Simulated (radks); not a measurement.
Spin polarisation of the 4f12 shell in neutral erbium. Start: [Xe] 4f(up 6, down 6) 6s2; electrons of 4f are moved from spin down to spin up, other shells keep equal spins. Calculated with a radial shooting solver on a logarithmic mesh with Libxc functionals: non-relativistic Kohn-Sham, PBE, spin-polarised, spherical densities, point nucleus.

moment (Bohr magnetons)  E - E(0) (eV)  e(4f up) (eV)  e(4f down) (eV)  6s down minus up (eV)  5p down minus up (eV)
0                                0.000         -7.342           -7.342                  0.000                  0.000
0.5                             -0.049         -7.536           -7.142                  0.010                  0.130
1                               -0.197         -7.725           -6.935                  0.020                  0.261
1.5                             -0.444         -7.907           -6.723                  0.030                  0.391
2                               -0.790         -8.083           -6.504                  0.040                  0.522

At moment 2 the spin-polarisation energy is -0.790 eV and the 4f exchange splitting 1.579 eV, that is 0.789 eV per Bohr magneton; E = -I m^2/4 would give I = 0.790 eV.
